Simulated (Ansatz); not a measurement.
Geometry optimisation, DFT PBE, scalar-relativistic, plane waves, PAW (Ansatz 0.2.0).

input.yaml

```yaml
crystal:
  lattice:
    - [6.3, 0.0, 0.0]
    - [0.0, 6.3, 0.0]
    - [0.0, 0.0, 15.725]
  atoms:
    - { symbol: Mo, position: [0.25, 0.25, 0.063593] }
    - { symbol: Mo, position: [0.75, 0.25, 0.063593] }
    - { symbol: Mo, position: [0.25, 0.75, 0.063593] }
    - { symbol: Mo, position: [0.75, 0.75, 0.063593] }
    - { symbol: Mo, position: [0.0, 0.0, 0.163752] }
    - { symbol: Mo, position: [0.5, 0.0, 0.163752] }
    - { symbol: Mo, position: [0.0, 0.5, 0.163752] }
    - { symbol: Mo, position: [0.5, 0.5, 0.163752] }
    - { symbol: Mo, position: [0.25, 0.25, 0.263911] }
    - { symbol: Mo, position: [0.75, 0.25, 0.263911] }
    - { symbol: Mo, position: [0.25, 0.75, 0.263911] }
    - { symbol: Mo, position: [0.75, 0.75, 0.263911] }
    - { symbol: Mo, position: [0.0, 0.0, 0.36407] }
    - { symbol: Mo, position: [0.5, 0.0, 0.36407] }
    - { symbol: Mo, position: [0.0, 0.5, 0.36407] }
    - { symbol: Mo, position: [0.5, 0.5, 0.36407] }
    - { symbol: P, position: [0.7586293, 0.7214333, 0.4721781] }
basis:
  ecutwfc: 420.0
kpoints:
  mp_grid: { grid: [3, 3, 1] }
hamiltonian:
  xc: pbe
scf:
  occupations: { method: gaussian, width: 0.15 }
  lower_state_search: "off"
relax:
  f_tol: 0.03
  max_steps: 60
  adjacent_minimum: "off"
  constraints: [{ sites: [0, 1, 2, 3] }]
output:
  write_density: true
  write_potential: true
  elf: true
  volumetric_format: npy
```

Run as:

```bash
$ ansatz run input.yaml --threads 4 --pin off --max-ram 10240MiB --backend cpu --events-out ev --progress --plain --runs-dir out
```

Problem. Where does it end, and by what steps?

Solution. It converged. Limits of this set-up: coarse k mesh, thin slab, slab without dipole correction, odd electron count without spin, a typed lattice constant that wasn't relaxed here. After 7 steps the energy has fallen by 2.473 eV; P17 moved furthest, 0.87 Å.

```tsv
step	energy less start (eV)	largest force component (eV/Å)	accepted
0	0.0000	3.344	yes
1	-1.0939	2.829	yes
2	-1.6955	2.016	yes
3	-2.1239	1.013	yes
4	-2.3995	0.440	yes
5	-2.4688	0.150	yes
6	-2.4720	0.066	yes
7	-2.4732	0.018	yes
```

```xyz
17
Lattice="6.3000 0.0000 0.0000 0.0000 6.3000 0.0000 0.0000 0.0000 15.7250" Properties=species:S:1:pos:R:3
Mo 1.575 1.575 1.000
Mo 4.725 1.575 1.000
Mo 1.575 4.725 1.000
Mo 4.725 4.725 1.000
Mo 0.008 0.009 2.361
Mo 3.142 0.008 2.360
Mo 0.008 3.143 2.361
Mo 3.142 3.143 2.361
Mo 1.575 1.576 4.067
Mo 4.725 1.576 4.072
Mo 1.575 4.726 4.072
Mo 4.725 4.726 4.007
Mo -0.008 -0.005 5.463
Mo 3.157 -0.005 5.462
Mo -0.007 3.159 5.463
Mo 3.156 3.159 5.463
P 4.724 4.727 6.575
```

Whether the end is a true minimum wasn't checked by a vibrational analysis.

Run time: 92 s on 4 threads of Intel(R) Xeon(R) Platinum 8488C (Sapphire Rapids) (shared host), peak memory 2.1 GiB.
